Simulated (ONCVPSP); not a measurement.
Before and after: ONCV potential for palladium

- Element: palladium (Pd)
- Generator: ONCVPSP 4.0.1
- Type: optimised norm-conserving Vanderbilt (ONCV)
- Functional: PBE
- Relativity: scalar-relativistic
- Frozen core: [Ar] 3d10
- Valence charge: 18
- Reference configuration: 4s2 4p6 4d10
- Partial waves: 4s: rc 1.10 bohr, ncon 3, nbas 7, qcut 6.9 1/bohr, 2 projectors, debl 3.9 Ha; 4p: rc 1.20 bohr, ncon 4, nbas 7, qcut 6.7 1/bohr, 2 projectors, debl 2.4 Ha; 4d: rc 1.35 bohr, ncon 4, nbas 7, qcut 8.3 1/bohr, 2 projectors, debl 1.2 Ha
- Local potential: polynomial inside 0.80 bohr (lpopt 5, dvloc0 1 Ha)
- Core correction: Teter function, fcfact 3.5, rcfact 1.75

All-electron outer shells of the reference configuration (PBE, scalar-relativistic, ld1.x):

| shell | level (eV) | outermost node (bohr) | outermost maximum (bohr) |
| --- | --- | --- | --- |
| 4s | -85.33 | 0.45 | 0.85 |
| 4p | -51.20 | 0.46 | 0.91 |
| 4d | -4.05 | 0.45 | 1.10 |

Change: s: qcut 9.1; p: qcut 8.9; d: qcut 11.

Cutoffs: the cutoffs (Ha) at which the residual kinetic energy of the hardest occupied pseudo-wave falls to 1 and 0.1 mHa per electron; they do not see the model core or the augmentation charge, which bear on the density cutoff. Errors are all-electron minus pseudo energies relative to the spin-unpolarised reference configuration.

How do hardness, ghosts and transferability respond?

The potential gets softer (95 Ha and 164 Ha → 35 Ha and 80 Ha); of the 3 tests that both files solve, the error grows in 0 and shrinks in 1 by more than 15 % and 0.3 meV (median size 3.7 → 3.5 meV); neither file shows a bound ghost.

```tsv
quantity	base	changed
cutoff, loose	95 Ha	35 Ha
cutoff, tight	164 Ha	80 Ha
loose cutoff by channel	s 95 Ha, p 80 Ha, d 29 Ha	s 35 Ha, p 35 Ha, d 33 Ha
bound ghosts	none	none
GHOST(+) flags under 300 eV	s at 120.0 eV	s at 96.2 eV
tests with a reliable result	3 of 4	3 of 4
error for 4s2 4p6 4d9, meV [ΔE 9.12 eV]	-0.2	-0.2
error for 4s2 4p6 4d8, meV [ΔE 29.93 eV]	-3.7	-3.5
error for 4s2 4p5 4d10, meV [ΔE 57.17 eV]	-56	-44
s: phases at 1.12 bohr within 0.05 rad from the reference energy up to (Ha; the scan ends near 5)	4.2	n/a
p: phases at 1.22 bohr within 0.05 rad from the reference energy up to (Ha; the scan ends near 5)	to the end of the scan	to the end of the scan
d: phases at 1.37 bohr within 0.05 rad from the reference energy up to (Ha; the scan ends near 5)	to the end of the scan	to the end of the scan
rms error of d²Exc/dni dnj with the model core, mHa	4.18	3.76
```
